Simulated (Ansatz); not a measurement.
Isolated molecules relaxed with PBE0-D4/def2-TZVP in Ansatz; ΔE leaves out vibrations. CCSD(T)/CBS adds triple-zeta CCSD(T) − MP2 to the extrapolated MP2 energy (def2 sets, frozen cores). This one scheme is used for every species. DFT in def2-TZVPP. HSE06 is defined as in plane-wave codes. Each species was taken in one conformer, which may not be the lowest.

Reaction (substitution at a C–Si bond): `NC(S)C[SiH3]` + H₂S → `NC(S)CS` + SiH₄

(1) Is it downhill or uphill in electronic energy at CCSD(T)/CBS, and by how much? (An estimate is asked.)

(2) What do these levels give: revPBE-D4, BLYP, r2SCAN, PBE0, r2SCANh, HSE06, LC-ωPBE, RPA@PBE/def2-TZVPP, CCSD(T)/def2-SVP, HF/def2-TZVPP, CCSD/def2-TZVPP, SCS-MP2/def2-QZVPP? (Best estimate.)

Largest T1 diagnostic among the species: 0.011.

Results:

(1) Computed: Uphill: ΔE = +44.3 kJ/mol.

(2) Ansatz gave: revPBE-D4 39.8, BLYP 38.3, r2SCAN 44.1, PBE0 43.0, r2SCANh 44.7, HSE06 43.0, LC-ωPBE 46.5, RPA@PBE/def2-TZVPP 43.2, CCSD(T)/def2-SVP 43.1, HF/def2-TZVPP 41.5, CCSD/def2-TZVPP 46.1, SCS-MP2/def2-QZVPP 42.5 kJ/mol.

Leaving LDA and LC-ωPBE aside and taking each functional with its dispersion term where it has one, the values, not all of them listed here, spread over 6.5 kJ/mol, from BLYP-D4 to ωB97M-V. In def2-TZVPP, CCSD(T) changes the Hartree–Fock value by +3.5 kJ/mol (the triples alone add −1.1 kJ/mol) and MP2 by +3.2 kJ/mol. From BLYP to BHLYP (50 % exact exchange), in def2-TZVPP and without D4, ΔE moves by +4.3 kJ/mol.
